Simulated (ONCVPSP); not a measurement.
# Before and after: ONCV potential for beryllium

- Element: beryllium
- Generator: ONCVPSP 4.0.1
- Type: optimised norm-conserving Vanderbilt (ONCV)
- Functional: LDA (Perdew-Zunger)
- Relativity: scalar-relativistic
- Frozen core: [He]
- Valence charge: 2
- Reference configuration: 2s1 (charge +1)
- Partial waves: 2s: rc 1.75 bohr, ncon 4, nbas 8, qcut 4.3 1/bohr, 2 projectors, debl 0.6 Ha; p scattering state at 0.37 Ha: rc 1.65 bohr, ncon 4, nbas 9, qcut 4 1/bohr, 2 projectors, debl 3.1 Ha
- Local potential: polynomial inside 1.30 bohr (lpopt 2, dvloc0 0 Ha)
- Core correction: Teter function, fcfact 3, rcfact 1.25

In the p channel the program set the typed energies aside and used 0.050, 3.150 Ha.

Change: s: debl 5.05.

Cutoffs: the cutoffs (Ha) at which the residual kinetic energy of the hardest occupied pseudo-wave falls to 1 and 0.1 mHa per electron; they do not see the model core or the augmentation charge, which bear on the density cutoff. Errors are all-electron minus pseudo energies relative to the spin-unpolarised reference configuration.

Problem. How do hardness, ghosts and transferability respond?

Solution. The potential gets neither clearly harder nor softer (6.7 Ha and 9.3 Ha → 6.7 Ha and 9.3 Ha); the errors of the 4 common tests hardly move; the range in which the s phases agree widens (upper end 2.7 → at the end of the scan); neither file shows a bound ghost.

```tsv
quantity	base	changed
cutoff, loose	6.7 Ha	6.7 Ha
cutoff, tight	9.3 Ha	9.3 Ha
bound ghosts	none	none
GHOST(+) flags under 300 eV	none	none
error for 2s2, meV [ΔE -9.52 eV]	+13	+14
error for 2s1.5, meV [ΔE -5.77 eV]	+5.1	+5.2
error for 2s1 2p1, meV [ΔE -6.00 eV]	+14	+14
error for 2s0 2p1, meV [ΔE 3.81 eV]	+7.9	+7.9
s: phases at 1.78 bohr within 0.05 rad from the reference energy up to (Ha; the scan ends near 5)	2.7	to the end of the scan
p: phases at 1.68 bohr within 0.05 rad from the reference energy up to (Ha; the scan ends near 5)	to the end of the scan	to the end of the scan
rms error of d²Exc/dni dnj with the model core, mHa	3.88	3.88
```

Changed file: The cutoffs count occupied waves only; projector 2 of the s channel, the hardest unoccupied one, needs 42 Ha at the loose tolerance.
